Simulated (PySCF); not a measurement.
Several compounds and their computed core spectra got separated.

Computed with delta-SCF UKS SCAN, pcX-2 on the ionised atom, pcseg-1 elsewhere, spin-free X2C (PySCF 2.14.0). Geometries: PBE0-D3(BJ)/def2-SVP; isolated species, one conformer each.

Line lists (1s up to Mg, 2p3/2 beyond, nothing for Ge; areas count atoms within a level, one atom standing for each set equivalent by bonding):
1. C 1s: 290.30 (area 1), 290.46 (area 1) eV; Si 2p3/2: 106.76 (area 1), 107.06 (area 1) eV; P 2p3/2: 135.88 eV
2. C 1s: 290.07 (area 1), 290.93 (area 1), 291.20 (area 1), 291.69 (area 1), 292.79 (area 1) eV; F 1s: 693.08 eV; Cl 2p3/2: 206.33 eV
3. C 1s: 290.48 (area 2), 291.97 (area 1) eV; O 1s: 537.54 eV

Structures:
A. `C#C[SiH2]P[SiH3]`
B. `C1(CC1)[O][GeH3]`
C. `F/C(=C(/Cl)C)C=C`

Q: Which list belongs to which compound?

A: 
- 1 = A: no other candidate has this set of levels. C 1s: 290.30 alkyne carbon, 290.46 terminal alkyne carbon; Si 2p3/2: 106.76 SiH3 silicon, 107.06 SiH2 silicon; P 2p3/2: 135.88 three-coordinate phosphorus.
- 2 = C: no other candidate has this set of levels. C 1s: 290.07 terminal =CH2 carbon, 290.93 alkene CH carbon, 291.20 allylic carbon, 291.69 vinylic C–Cl carbon, 292.79 vinylic C–F carbon; F 1s: 693.08 vinyl fluorine; Cl 2p3/2: 206.33 vinyl chlorine.
- 3 = B: no other candidate has this set of levels. C 1s: 290.48 three-membered-ring carbon (×2), 291.97 sp3 carbon bound to oxygen; O 1s: 537.54 oxygen bonded to C and Ge.

For 2p shells one spin-free hole was relaxed; a mean-field spin–orbit operator and the ground-state splitting of the three 2p orbitals were then diagonalised within the shell. The shell's mean is (2 × 2p3/2 + 2p1/2)/3, and the degeneracies 2j + 1 give areas of 2:1. 4 of these hole states are spin-contaminated (⟨S²⟩ up to 0.92, against 0.75; counted from 0.85) and less certain.
